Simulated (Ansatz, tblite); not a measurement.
Removing and adding an electron: the cluster Sn4Te3 (the lowest singlet isomer of a short search). Total charge 0; singlet. Geometry: r2SCAN-D4/def2-SVP. Ansatz, gas phase; energy differences of separate SCF runs; the oxidised species was run as a doublet alone; the reduced species was run as a doublet alone.

```xyz
7

Sn   -0.9875   -2.0042   -0.5226
Sn    0.1859    0.8263    2.0516
Sn   -1.1070    1.0220   -1.7307
Sn    1.7648   -0.4832   -1.3847
Te    1.2001    2.2031   -0.3772
Te   -2.4133    0.2061    0.7547
Te    1.3570   -1.7701    1.2089
```

In the def2 sets Sn, Te take a core potential; there is no spin–orbit coupling. The xTB rows come from tblite. HOMO above LUMO, or a gap near zero within one spin, warns that the state may not be the lowest or that an electron is smeared out. The structure comes from a short search, and lower isomers may exist.

| level | −HOMO (eV) | vertical IE (eV) | −LUMO (eV) | vertical EA (eV) | HOMO–LUMO gap (eV) | IE − EA (eV) | remarks |
| --- | --- | --- | --- | --- | --- | --- | --- |
| GFN1-xTB | 9.36 | 11.66 | 6.77 | 4.50 | 2.60 | 7.17 | – |
| GFN2-xTB | 9.68 | 12.14 | 7.05 | 4.57 | 2.63 | 7.57 | – |
| PBE-D4/def2-SVP | 4.96 | 6.89 | 2.91 | 1.12 | 2.04 | 5.76 | HOMO above zero (-1 doublet), gap within one spin near zero (-1 doublet) |
| PBE0-D4/def2-SVP | 5.71 | 7.08 | 2.39 | 1.15 | 3.32 | 5.93 | HOMO above zero (-1 doublet) |

   A HOMO above zero means that the electron is unbound at that level or that self-interaction error raises the level; the energy of removing that electron tells which. Raw xTB energy differences between charge states are shifted by several eV; the methods need an empirical correction for them. Sets without diffuse functions give affinities that are too small.
